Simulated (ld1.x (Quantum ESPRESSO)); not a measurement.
## What one change does to a pseudopotential (arsenic, TM)

ld1.x (Quantum ESPRESSO) 7.5 input, shortened:

```
&input
   title='As', zed=33., rel=1, dft='PZ', iswitch=3,
   config='[Ar] 3d10 4s2 4p1'
 /
 &inputp
   pseudotype=2, tm=.true., lloc=-1, rcloc=1.55,
   nlcc=.true., rcore=0.75
 /
2
4S  1  0   2.00   0.00  1.45  1.45  0.0
4P  2  1   1.00   0.00  1.75  1.75  0.0
 &test
   configts(1)='4s2 4p1'
 /
```

Change: local potential all-electron potential smoothed inside 2.10 bohr (lloc = -1).

Cutoffs: the cutoffs (Ry, on a coarse ladder) from which the occupation-weighted sum of valence levels, in a spherical-Bessel basis at the reference potential, stays within 10 and 1 mRy of its value at 400 Ry; they do not see the model core or the augmentation charge, which bear on the density cutoff. Errors are all-electron minus pseudo energies relative to the spin-unpolarised reference configuration.

Question: How do hardness, ghosts and transferability respond?

Answer: The potential gets neither clearly harder nor softer (35 Ry and 50 Ry → 35 Ry and 50 Ry); the s channel sets the loose cutoff, while the largest relative change is in p, which becomes harder; of the 9 tests that both files solve, the error grows in 5 and shrinks in 1 by more than 15 % and 0.3 meV (median size 0.6 → 6.4 meV); neither file shows a bound ghost.

| quantity | base | changed |
| --- | --- | --- |
| cutoff, loose | 35 Ry | 35 Ry |
| cutoff, tight | 50 Ry | 50 Ry |
| loose cutoff by channel (10 mRy a level) | s 18 Ry, p 12 Ry | s 18 Ry, p 15 Ry |
| bound ghosts | none | none |
| error for 4s2 4p3, meV [ΔE -27.49 eV] | +0.4 | -8.1 |
| error for 4s2 4p2, meV [ΔE -18.16 eV] | -0.4 | -3.5 |
| error for 4s2 4p0, meV [ΔE 28.04 eV] | -18 | -23 |
| error for 4s2 4p3.3, meV [ΔE -28.77 eV] | +1.4 | -8.5 |
| error for 4s1 4p3, meV [ΔE -8.00 eV] | +0.4 | -0.2 |
| error for 4s2 4p2.5, meV [ΔE -23.85 eV] | -0.6 | -6.4 |
| error for 4s1 4p0, meV [ΔE 79.15 eV] | -162 | -186 |
| error for 4s2 4p1 (spin-polarised), meV [ΔE -0.23 eV] | +0.4 | +0.2 |
| error for 4s2 4p3 (spin-polarised), meV [ΔE -28.81 eV] | +7.1 | -3.0 |
